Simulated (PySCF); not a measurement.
**Question.** Write Cartesian coordinates for `O=C1OC[C@H](C(Cl)Cl)O1` as optimised with GFN2-xTB.

**Answer.** 
```xyz
13
C4H4Cl2O3 angstrom
O      2.2975   -0.3492   -2.0154
C      1.5829   -0.2389   -1.0812
O      1.4458   -1.1394   -0.1003
C      0.5271   -0.6887    0.8718
C     -0.0239    0.6236    0.2744
C     -1.4873    0.5248   -0.1744
Cl    -2.5177    0.3583    1.2572
Cl    -1.7122   -0.8615   -1.2666
O      0.7951    0.8430   -0.8492
H      1.0545   -0.5272    1.8161
H     -0.2502   -1.4443    1.0073
H      0.0730    1.4754    0.9570
H     -1.7892    1.4245   -0.7145
```

Any rigid rotation of these coordinates is as good. Atoms count from 1 in this order. Of the pairs four or more bonds apart, Cl8···H11 is among the closest relative to their van der Waals radii: 2.77 Å, 94 % of the sum of Bondi's values. O9 (oxygen singly bound to a carbonyl carbon) is bent (angle 110.5°). The 5-membered ring C2–O3–C4–C5–O9 has internal angles of 103.5° to 110.9°; it is slightly puckered (a soft mode that the optimisation may not have finished), 0.04 Å rms from its mean plane, widest ring torsion 9°. The 5 C–O bonds span 1.181 Å (O1=C2, drawn double) to 1.411 Å (O3–C4, drawn single), a spread of 0.230 Å.

Bonds between heavy atoms (Å): O1=C2 1.181, C2–O3 1.339, O3–C4 1.411, C4–C5 1.544, C5–C6 1.534, C6–Cl7 1.772, C6–Cl8 1.779, C5–O9 1.408, C2–O9 1.358.

The geometry is computed with GFN2-xTB (gas phase).

Point group: C1 (no symmetry element, even within 0.4 Å). No GFN2-xTB frequencies stand behind this structure, so it isn't proved a minimum. The numbers are those of one conformer (C4–C5–C6–Cl7 69°).
